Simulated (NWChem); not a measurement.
System: CAlClFNO; SMILES C(=[N][Al]([F])[Cl])=O

NWChem input:

```
start job
memory heap 200 mb stack 900 mb global 1100 mb
geometry units angstroms noautoz
  Al    -0.364578     0.529317    -0.210453
  Cl    -2.145571    -0.493624    -0.484005
  F     -0.312073     2.145561    -0.539759
  N      1.080364    -0.279416     0.358325
  C      2.075540    -0.832698     0.745000
  O      3.038773    -1.369780     1.119404
end
basis spherical
  Al library 6-31g*
  Cl library 6-31g*
  F library 6-31g*
  N library 6-31g*
  C library 6-31g*
  O library 6-31g*
end
dft
  xc xwpbe 1.00 cpbe96 1.0 hfexch 1.00
  cam 0.4 cam_alpha 0.0 cam_beta 1.0
  iterations 150
  mulliken
end
task dft energy
```

Parts of the log:

```
             Northwest Computational Chemistry Package (NWChem) 7.3.0
             --------------------------------------------------------

 C1  symmetry detected

                             Geometry "geometry" -> ""
                             -------------------------

 Output coordinates in angstroms (scale by  1.889725989 to convert to a.u.)

  No.       Tag          Charge          X              Y              Z
 ---- ---------------- ---------- -------------- -------------- --------------
    1 Al                  13.0000     0.40691633     0.54612825     0.00101607
    2 Cl                  17.0000    -1.09024296     1.97849921    -0.00058211
    3 F                    9.0000     1.98266301     1.03649640    -0.00130048
    4 N                    7.0000     0.03939757    -1.16569543     0.00313780
    5 C                    6.0000    -0.20965594    -2.34212201     0.00055881
    6 O                    8.0000    -0.45219956    -3.48125268    -0.00211577

 Effective nuclear repulsion energy (a.u.)     296.8570240914

  pbe96 is a nonlocal functional; adding pw91lda local functional.

                                 NWChem DFT Module
                                 -----------------

 Summary of "ao basis" -> "ao basis" (spherical)
 ------------------------------------------------------------------------------
       Tag                 Description            Shells   Functions and Types
 ---------------- ------------------------------  ------  ---------------------
 Al                          6-31g*                  8       18   4s3p1d
 Cl                          6-31g*                  8       18   4s3p1d
 F                           6-31g*                  6       14   3s2p1d
 N                           6-31g*                  6       14   3s2p1d
 C                           6-31g*                  6       14   3s2p1d
 O                           6-31g*                  6       14   3s2p1d

            General Information
            -------------------
          SCF calculation type: DFT
          Wavefunction type:  closed shell.
          No. of atoms     :     6
          No. of electrons :    60
           Alpha electrons :    30
            Beta electrons :    30
          Charge           :     0
          Spin multiplicity:     1
          Use of symmetry is: off; symmetry adaption is: off
          Maximum number of iterations: 150
          AO basis - number of functions:    92
                     number of shells:    40
          Convergence on energy requested:  1.00D-06
          Convergence on density requested:  1.00D-05
          Convergence on gradient requested:  5.00D-04

              XC Information
              --------------
                     Hartree-Fock (Exact) Exchange  1.000
                     LC-wPBE(h)Exchange Functional  1.000
            Perdew 1991 LDA Correlation Functional  1.000 local
           PerdewBurkeErnz. Correlation Functional  1.000 non-local

           Range-Separation Parameters
           ---------------------------
           Alpha           :  0.00
           Beta            :  1.00
           Gamma           :  0.40
           Short-Range HF  :     F

             Grid Information
             ----------------
          Grid used for XC integration:  medium
          Radial quadrature: Mura-Knowles
          Angular quadrature: Lebedev.
          Tag              B.-S. Rad. Rad. Pts. Rad. Cut. Ang. Pts.
          ---              ---------- --------- --------- ---------
          Al                  1.25       88           9.0       590
          Cl                  1.00       88          11.0       590
          F                   0.50       49          11.0       434
          N                   0.65       49          10.0       434
          C                   0.70       49          11.0       434
          O                   0.60       49          13.0       434
          Grid pruning is: on
          Number of quadrature shells:   372
          Spatial weights used:  Erf1

      Superposition of Atomic Density Guess
      -------------------------------------

 Sum of atomic energies:        -967.38991007

      Non-variational initial energy
      ------------------------------

 Total energy =    -969.101685
 1-e energy   =   -1928.962734
 2-e energy   =     663.004025
 HOMO         =      -0.395599
 LUMO         =      -0.033946

     ---------------------------------------------
      Total Density - Mulliken Population Analysis
     ---------------------------------------------

    Atom       Charge   Shell Charges
 -----------   ------   -------------------------------------------------------
    1 Al  13    11.51   2.00  2.00  5.97  0.56  0.63  0.07  0.08  0.21
    2 Cl  17    17.40   2.00  2.00  5.98  1.38  3.71  0.55  1.77  0.01
    3 F    9     9.72   2.00  0.95  3.51  1.02  2.23  0.01
    4 N    7     7.79   2.00  0.82  2.63  0.80  1.53  0.01
    5 C    6     4.88   2.00  0.69  1.45  0.28  0.36  0.10
    6 O    8     8.69   2.00  0.95  3.01  0.93  1.79  0.02

   convergence    iter        energy       DeltaE   RMS-Dens  Diis-err
 ---------------- ----- ----------------- --------- --------- ---------
 d= 0,ls=0.0,diis     1   -970.1094827137 -1.27D+03  1.30D-02  1.46D+00
 d= 0,ls=0.0,diis     2   -970.1468045407 -3.73D-02  5.53D-03  1.38D+00
 d= 0,ls=0.0,diis     3   -970.2575294120 -1.11D-01  1.38D-03  3.24D-02
 d= 0,ls=0.0,diis     4   -970.2596446459 -2.12D-03  5.92D-04  1.18D-02
 d= 0,ls=0.0,diis     5   -970.2607779754 -1.13D-03  1.55D-04  4.11D-04
  Resetting Diis
 d= 0,ls=0.0,diis     6   -970.2608276955 -4.97D-05  6.05D-05  1.60D-05
 d= 0,ls=0.0,diis     7   -970.2608310739 -3.38D-06  1.68D-05  2.07D-06
 d= 0,ls=0.0,diis     8   -970.2608312160 -1.42D-07  6.67D-06  2.11D-06

         Total DFT energy =     -970.260831215963
      One electron energy =    -1931.676371790263
           Coulomb energy =      742.556189175262
    Exchange-Corr. energy =      -77.997672692323
 Nuclear repulsion energy =      296.857024091362

 Numeric. integr. density =       60.000003049512

                       DFT Final Molecular Orbital Analysis
                       ------------------------------------

 Vector   28  Occ=2.000000D+00  E=-4.696724D-01
              MO Center= -8.9D-01,  1.6D+00, -3.9D-04, r^2= 2.8D+00
   Bfn.  Coefficient  Atom+Function         Bfn.  Coefficient  Atom+Function
  ----- ------------  ---------------      ----- ------------  ---------------
    25      0.510670  2 Cl px                26      0.448816  2 Cl py
    29      0.263452  2 Cl px                30      0.237569  2 Cl py
    21     -0.200240  2 Cl px                22     -0.175801  2 Cl py
    81     -0.121405  6 O  px                53      0.120000  4 N  px
    39      0.102265  3 F  px                57      0.085554  4 N  px

 Vector   29  Occ=2.000000D+00  E=-4.372450D-01
              MO Center= -1.7D-01, -1.8D+00,  1.3D-03, r^2= 2.8D+00
   Bfn.  Coefficient  Atom+Function         Bfn.  Coefficient  Atom+Function
  ----- ------------  ---------------      ----- ------------  ---------------
    55      0.452576  4 N  pz                83     -0.408637  6 O  pz
    59      0.366499  4 N  pz                87     -0.285730  6 O  pz
    27     -0.154465  2 Cl pz                31     -0.093570  2 Cl pz
    23      0.060750  2 Cl pz                 9      0.060262  1 Al pz
    69      0.058912  5 C  pz                75      0.055325  5 C  d -1

 Vector   30  Occ=2.000000D+00  E=-4.307357D-01
              MO Center= -2.0D-01, -1.6D+00,  8.7D-04, r^2= 3.5D+00
   Bfn.  Coefficient  Atom+Function         Bfn.  Coefficient  Atom+Function
  ----- ------------  ---------------      ----- ------------  ---------------
    53      0.437340  4 N  px                81     -0.388739  6 O  px
    57      0.348557  4 N  px                85     -0.274193  6 O  px
    26     -0.206953  2 Cl py                30     -0.107402  2 Cl py
    25     -0.101840  2 Cl px                54     -0.099480  4 N  py
    40      0.090669  3 F  py                82      0.081443  6 O  py

 Vector   31  Occ=0.000000D+00  E= 4.065768D-02
              MO Center=  2.9D-01,  5.3D-02,  3.5D-02, r^2= 5.1D+00
   Bfn.  Coefficient  Atom+Function         Bfn.  Coefficient  Atom+Function
  ----- ------------  ---------------      ----- ------------  ---------------
    13      0.611883  1 Al pz                 9      0.490826  1 Al pz
    69     -0.262120  5 C  pz                73     -0.228354  5 C  pz
    31     -0.212189  2 Cl pz                27     -0.187752  2 Cl pz
    87      0.181739  6 O  pz                83      0.172708  6 O  pz
     5     -0.168203  1 Al pz                45     -0.163440  3 F  pz

 Vector   32  Occ=0.000000D+00  E= 4.414721D-02
              MO Center=  3.1D-01,  6.4D-01, -3.3D-02, r^2= 4.7D+00
   Bfn.  Coefficient  Atom+Function         Bfn.  Coefficient  Atom+Function
  ----- ------------  ---------------      ----- ------------  ---------------
    10      1.343736  1 Al s                 28     -0.453357  2 Cl s
    56     -0.345439  4 N  s                 42     -0.253585  3 F  s
    30      0.234768  2 Cl py                29     -0.229497  2 Cl px
    58     -0.203585  4 N  py                 2     -0.193187  1 Al s
    72     -0.187511  5 C  py                 6      0.185693  1 Al s

 Vector   33  Occ=0.000000D+00  E= 1.092023D-01
              MO Center=  8.9D-02, -1.1D+00,  1.1D-03, r^2= 5.3D+00
   Bfn.  Coefficient  Atom+Function         Bfn.  Coefficient  Atom+Function
  ----- ------------  ---------------      ----- ------------  ---------------
    11      0.727766  1 Al px                67     -0.448048  5 C  px
    71     -0.421083  5 C  px                28      0.355468  2 Cl s
    85      0.303266  6 O  px                81      0.272510  6 O  px
     7      0.255445  1 Al px                42     -0.236347  3 F  s
    30     -0.182218  2 Cl py                57      0.171953  4 N  px

[...]
```

Level: LC-wPBE (HJS exchange hole, range parameter 0.4 per bohr)/6-31G* (spherical d). Coordinates come from a PBE0/def2-SVP optimisation.
